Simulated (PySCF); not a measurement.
Electron correlation in Ru (ruthenium, neutral)

[Kr] 4d7 5p1, one real determinant (an excited configuration). Calculation: PySCF 2.14, in x2c-QZVPPall (13s8p7d4f2g, 118 functions); scalar relativity by spin-free X2C-1e. Frozen: [Ar] 3d10; 16 electrons correlated.

MP2 pair energies summed by pair of shells (mhartree):

```json
{"pair": "4p-4d", "energy": "-180.80", "share (%)": "36.2"}
{"pair": "4d-4d", "energy": "-164.78", "share (%)": "33.0"}
{"pair": "4p-4p", "energy": "-68.21", "share (%)": "13.6"}
{"pair": "4s-4p", "energy": "-32.88", "share (%)": "6.6"}
{"pair": "4s-4d", "energy": "-30.34", "share (%)": "6.1"}
{"pair": "4d-5p", "energy": "-14.57", "share (%)": "2.9"}
{"pair": "4s-4s", "energy": "-5.35", "share (%)": "1.1"}
{"pair": "4p-5p", "energy": "-2.68", "share (%)": "0.5"}
{"pair": "4s-5p", "energy": "-0.21", "share (%)": "0.0"}
```

Total MP2 correlation energy: -499.83 mhartree.

Same-spin part -161.86 and opposite-spin part -337.97 mhartree; SCS-MP2 scales them by 1/3 and 6/5 to -459.52 mhartree.

The basis was made for the ground configuration and has no added diffuse functions, which can raise the energy of the promoted electron.

The reference is one real determinant that mixes LS terms of this configuration.

This basis was not built for core-valence correlation, so the inner-shell part is incomplete.
